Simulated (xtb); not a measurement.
xtb input:

```bash
xtb mol.xyz --gfn 2 --sp --chrg 0 --uhf 0
```
mol.xyz:
```
6

N     -1.95127349    -0.54698312     0.08076112
B     -0.62194283    -0.17434369     0.02574155
Br     0.68582484    -1.36359934    -0.76048657
Br    -0.06552104     1.53748358     0.73481286
H     -2.28042076    -1.42854381    -0.27701575
H     -2.66158375     0.04319571     0.48156004
```

Task: Which total energy does the run end on?

Result: -13.44033 Eh (GFN2-xTB).
